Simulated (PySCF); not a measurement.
**Deuteron quadrupole couplings in `C[SiH2]N[SiH2][C@@H]1CC[C@H]1C#N`**

Species: C6H14N2Si2.
Structure used (PBE0-D3(BJ)/def2-SVP), in Å, numbered top down from 1:
```
atom  x, y, z in Å
C1     2.998    1.297   -1.356
Si2    2.615   -0.314   -0.489
N3     1.737   -0.066    1.004
Si4    0.257   -0.818    1.511
C5    -1.264   -0.006    0.746
C6    -2.669   -0.644    0.869
C7    -2.954   -0.241   -0.589
C8    -1.428   -0.105   -0.803
C9    -0.909    0.985   -1.607
N10   -0.480    1.874   -2.213
H11    2.071    1.822   -1.635
H12    3.581    1.110   -2.272
H13    3.597    1.958   -0.709
H14    3.896   -1.056   -0.247
H15    1.731   -1.187   -1.323
H16    2.136    0.606    1.654
H17    0.158   -0.737    3.002
H18    0.234   -2.251    1.075
H19   -1.304    1.057    1.038
H20   -3.335   -0.247    1.647
H21   -2.615   -1.739    0.984
H22   -3.485   -0.951   -1.239
H23   -3.445    0.740   -0.652
H24   -1.003   -1.048   -1.186
```

Level: PBE0/pcSseg-1 (PySCF, non-relativistic); Q(2H) = 0.00286 b; rigid geometry, the same for H and D, with no vibrational averaging.

Question: Rank these positions by the coupling χzz of a deuteron there, largest first.
A. H11 (methyl hydrogen)
B. H15 (Si–H hydrogen)
C. H16 (N–H hydrogen)
D. H13 (methyl hydrogen)
E. H24 (methine hydrogen)

Answer: C (276 kHz), D (200 kHz), A (194 kHz), E (187 kHz), B (92 kHz).

Q: What are Vzz, η and χzz (234.96 MHz × Q × Vzz) at all hydrogens?

A: 
```
atom  bonded to  bond length (Å)  Vzz (au)     η  χzz (kHz)
 H11         C1            1.101    0.2883  0.01        194
 H12         C1            1.102    0.2975  0.01        200
 H13         C1            1.102    0.2980  0.01        200
 H14        Si2            1.500    0.1353  0.02         91
 H15        Si2            1.497    0.1376  0.06         92
 H16         N3            1.016    0.4103  0.16        276
 H17        Si4            1.496    0.1380  0.03         93
 H18        Si4            1.498    0.1374  0.02         92
 H19         C5            1.103    0.2864  0.02        192
 H20         C6            1.099    0.2941  0.00        198
 H21         C6            1.102    0.2855  0.01        192
 H22         C7            1.100    0.2916  0.01        196
 H23         C7            1.100    0.2880  0.02        194
 H24         C8            1.103    0.2776  0.05        187
```

Q: Average by the element that carries the hydrogen.

A: on C: 195 kHz over 9 positions, mean bond length 1.101 Å; on Si: 92 kHz over 4 positions, mean bond length 1.498 Å; on N: 276 kHz over 1 position, mean bond length 1.016 Å.

The structure is a single PBE0-D3(BJ)/def2-SVP conformer in the gas phase; no vibrational or solvent corrections. These gradients aren't converged with respect to the basis.

These values come from a run that also computed NMR shieldings. The run took 2.3 min of wall time (grids of density and orbitals included) on one thread of an Arm Neoverse N1, no GPU, shared host with 64 logical CPUs at a one-minute load of 60, and the process peaked at 1.4 GiB of memory.
